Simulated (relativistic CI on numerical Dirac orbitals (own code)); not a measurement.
**Hyperfine structure of Dy⁴⁰⁺, mass number 161**

Method of calculation: Dirac-Coulomb-Breit CI, separate exchange-only KLI orbitals for each configuration, model QED, unscaled Slater integrals (own radial code, finite nucleus).

Configuration list (outside the closed core [Ne]): 3s2 3p6 3d8, 3s2 3p5 3d9, 3s2 3p4 3d10, 3s 3p6 3d9, 3p6 3d10, 3s 3p5 3d10, 3s2 3p6 3d7 4s, 3s2 3p6 3d7 4p, 3s2 3p4 3d9 4s, 3s2 3p6 3d7 4d, 3s2 3p4 3d9 4p, 3s2 3p5 3d8 4s, 3s2 3p6 3d7 4f, 3s2 3p4 3d9 4d, 3s 3p5 3d9 4s, 3s2 3p5 3d8 4p. Levels of other configurations are missing.

Nuclear spin I = 5/2, μ = -0.479 μN, Q = 2.51 b (tables of Stone and Pyykkö). The electronic factors are computed for point nuclear moments, without core polarisation or the Bohr-Weisskopf and QED corrections.

| Level | E (cm⁻¹) | A (MHz) | B (MHz) |
| --- | --- | --- | --- |
| 3s2 3p6 3d8 3F_4 | 0 | -4791 | -85000 |
| 3s2 3p6 3d8 3F_3 | 294524 | -6966 | -45400 |
| 3s2 3p6 3d8 3P_2 | 358651 | -5613 | 24900 |
| 3s2 3p6 3d8 3P_1 | 394910 | 646.4 | -46700 |
| 3s2 3p6 3d8 1G_4 | 402642 | -7633 | -251000 |
| 3s2 3p6 3d8 3F_2 | 638016 | -11870 | 14600 |
| 3s2 3p5 3d9 3F°_4 | 2786674 | -11950 | -733000 |
| 3s2 3p5 3d9 1D°_2 | 2851645 | -7136 | 394000 |

Levels with J = 0, under 50 % of one LS term, or S terms without an open s electron are left out. Small factors come from cancelling terms and can be off by tens of per cent or more.

At this charge energies of transitions that change n are usually good to better than 1 %, and those within a shell (Δn = 0) to a few per cent. Terms inside the open d or f shell come out 10 to 20 % too wide with unscaled integrals.

Question: Give the hyperfine levels of 3s2 3p6 3d8 3F_4 relative to its centre of gravity.

Answer: With K = F(F + 1) − I(I + 1) − J(J + 1), E = AK/2 + B[¾K(K + 1) − I(I + 1)J(J + 1)]/[2I(2I − 1)J(2J − 1)]: F = 3/2: 18160, F = 5/2: 31220, F = 7/2: 39940, F = 9/2: 34770, F = 11/2: 3412, F = 13/2: -69150 MHz.

LS names give the leading component of a level, which can be under half, so a name can repeat, a term be missing and a line seem to break the LS rules.
